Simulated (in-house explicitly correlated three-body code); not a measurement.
Computed with an exponentially correlated three-body code. Model: two electrons around a point charge, non-relativistic, variational in 260 exponentially correlated functions (energies converged to about 1e-7 hartree, or 1e-8 relative for large Z).

Command:
```bash
python run_hyl.py task.json out
```
Settings (lengths in bohr, energies in hartree):
```
Z                      1
nuclear_mass           1836.153
interaction_strength   1
functions              260
states_tried           1
```

Cost of the run: 1.5 s on 1 thread of Intel(R) Xeon(R) Platinum 8488C (Sapphire Rapids), on a shared host.

**Ground state only, binding against the one-electron ion.**

Given: nuclear charge 1; mass of the centre 1836.2 electron masses.

Computed: one-electron threshold -0.49972784 hartree.

```tsv
term	energy (hartree)	binding (eV)
1 1S	-0.527445881	0.75425
```

**Converged states only, values per electron or pair.**

| term | mean r (bohr) | mean r squared (bohr²) | mean inverse r (1/bohr) | mean r12 (bohr) | mean inverse r12 (1/bohr) | mean cosine | mean p1 dot p2 (bohr⁻²) | delta r1 (bohr⁻³) | delta r12 (bohr⁻³) |
| --- | --- | --- | --- | --- | --- | --- | --- | --- | --- |
| 1 1S | 2.7121 | 11.932 | 0.68285 | 4.4157 | 0.31082 | -0.105 | 0.032779 | 0.16428 | 0.0027321 |
